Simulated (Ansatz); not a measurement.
Program: Ansatz 0.2.0.

Basis-set series for BrF₂H₃Si₂ (`F[Si](F)([SiH3])Br`). The species carries charge 0 and has multiplicity 1. The structure was optimised at the PBE0-D4/def2-TZVP level.

Cartesian coordinates in Å:
```
F 0.395 -0.385 2.190
Si -0.201 0.451 0.981
F 0.379 1.920 1.126
Si 0.371 -0.493 -1.073
Br -2.382 0.561 1.251
H -0.197 -1.862 -1.125
H 1.849 -0.541 -1.205
H -0.215 0.348 -2.146
```

```csv
functional,basis,functions,energy (Eh),HOMO (eV),LUMO (eV)
PBE0-D4,def2-SVP,111,-3353.41491,-8.68,-0.27
PBE0-D4,def2-QZVPP,433,-3354.28143,-8.74,-0.58
ωB97M-V,def2-SVP,111,-3353.90312,-10.72,1.67
ωB97M-V,def2-QZVPP,433,-3354.76914,-10.81,1.15
```

Problem. Give the rows for def2-TZVPP. (An estimate is asked.)

Solution. The calculation gave: 
```json
{"functional": "PBE0-D4", "basis": "def2-TZVPP", "functions": "236", "energy (Eh)": "-3354.19763", "HOMO (eV)": "-8.73", "LUMO (eV)": "-0.52"}
{"functional": "ωB97M-V", "basis": "def2-TZVPP", "functions": "236", "energy (Eh)": "-3354.68935", "HOMO (eV)": "-10.79", "LUMO (eV)": "1.32"}
```

Positive LUMOs are unbound and depend on the basis. Scalar relativity is left out up to krypton.
